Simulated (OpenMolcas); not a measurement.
An OpenMolcas run meant for Tb IV (ANO-R3, X2C; inactive shells 1s 2s 2p 3s 3p 3d 4s 4p 4d 5s 5p; intended active space 8 electrons in 7 orbitals (4f)). One step of its input:

```
&CASPT2
Multistate=7 1 2 3 4 5 6 7
Frozen=14 9
IPEA=0.25
Imaginary=0.1
MaxIter=60
WThr=0.0 0.3 0.05
PrWF=0.5
NoMix
Shift=0.2
Sig2=0.3
```

Lines from the output:

```
|
   ------------------------------------------------------------------------------------------
++ ---------   Input file   ---------
>>> COPY JOB001 $Project.JobIph
&CASPT2
Multistate=7 1 2 3 4 5 6 7
Frozen=14 9
IPEA=0.25
Imaginary=0.1
MaxIter=60
WThr=0.0 0.3 0.05
PrWF=0.5
NoMix
Shift=0.2
Sig2=0.3
-- ----------------------------------
>>> COPY JOB001 a.JobIph
*** symbolic link created: INPORB -> a.RasOrb
--- Start Module: caspt2 at  ---
()()()()()()()()()()()()()()()()()()()()()()()()()()()()()()()()()()()()()()()()()()()()()()()()()()
                                              &CASPT2
                                   only a single process is used
                       available to each process: 2.3 GB of memory, 1 thread
()()()()()()()()()()()()()()()()()()()()()()()()()()()()()()()()()()()()()()()()()()()()()()()()()()
 ###    ERROR: More than one intruder-state removal technique                ###
 ###    active: SHIFt/IMAGinary/SIG1/SIG2 are mutually exclusive!            ###
--- Stop Module: caspt2 at  /rc=_RC_INPUT_ERROR_ ---
.####################.
.# User input error #.
.####################.
```

Task: What is wrong with the input?

Result: More than one intruder-state remedy is switched on.
